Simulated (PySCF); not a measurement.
Radial density of C+ (carbon, charge +1)

UHF, [He] 2s2 2p1, 2P determinant. Calculation: PySCF 2.14, in cc-pVTZ (4s3p2d1f, 30 functions); the non-relativistic Hamiltonian (point nucleus).

```csv
r (bohr),4πr²ρ (e/bohr),4πr²(ρα − ρβ)
0.00499,0.03776,0.0000
0.00839,0.1030,0.0000
0.0141,0.2712,0.0000
0.0238,0.6850,0.0001
0.0399,1.596,0.0004
0.0672,3.273,0.0015
0.113,5.396,0.0060
0.190,6.226,0.0262
0.320,4.040,0.1019
0.538,1.531,0.3232
0.905,1.861,0.6195
1.52,1.738,0.5285
2.56,0.3954,0.1280
4.31,0.01398,0.0050
7.24,1.451e-05,0.0000
```
